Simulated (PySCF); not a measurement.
Fe(OH2)6, SMILES [OH2]->[Fe+3](<-[OH2])(<-[OH2])(<-[OH2])(<-[OH2])<-[OH2] (charge +3), multiplicity 6, GFN2-xTB optimised geometry. Atoms within 1.6 Å of the plane z = 0.0 Å (x, y, z in Å): Fe1 (0.00, 0.00, 0.00), O5 (0.00, 2.31, 0.00), H6 (0.77, 2.91, 0.00), H7 (-0.77, 2.91, 0.00), O8 (-2.31, 0.00, 0.00), H9 (-2.91, 0.00, -0.77), H10 (-2.91, 0.00, 0.77), O11 (2.31, 0.00, 0.00), H12 (2.91, 0.00, 0.77), H13 (2.91, 0.00, -0.77), O14 (0.00, -2.31, 0.00), H15 (-0.77, -2.91, 0.00), H16 (0.76, -2.91, 0.00).

Method: PySCF with unrestricted CAM-B3LYP/def2-SVP. Cells within 0.4 Å of a nucleus heavier than hydrogen are left out (blank, or x).

Map of the LUMO amplitude (α orbitals alone; a β orbital can be the lowest empty one) (bohr^(-3/2)) on the plane z = 0.0 Å; orbital energy -12.72 eV, overall sign arbitrary:

```
|55555555555555555555555555555|
|55555555555555555555555555555|
|55555555555555555555555555555|
|55555555555666666655555555555|
|55555555556666666665555555555|
|55555555566776667766555555555|
|55555555566776667766555555555|
|55555555566653x35666555555555|
|5555555566653xxx3566655555555|
|55555555666642024666655555555|
|55555555667776567776655555555|
|55555555567889898876555555555|
|55566654347899899874345666555|
|55566653x26994x49962x35666555|
|5556666xx0588xxx8850xx6666555|
|55566653x26994x49962x35666555|
|55566654347899899874345666555|
|55555555567889898876555555555|
|55555555667776567776655555555|
|55555555666642024666655555555|
|5555555566653xxx3566655555555|
|55555555566653x35666555555555|
|55555555566776667766555555555|
|55555555566776667766555555555|
|55555555556666666665555555555|
|55555555555666666655555555555|
|55555555555555555555555555555|
|55555555555555555555555555555|
|55555555555555555555555555555|
```
Scale: ten equal steps from -0.087 (start of '0') to 0.078 (end of '9'), in the order '0123456789'; x runs from -5.00 to 5.00, y from -5.00 (bottom) to 5.00 (top).
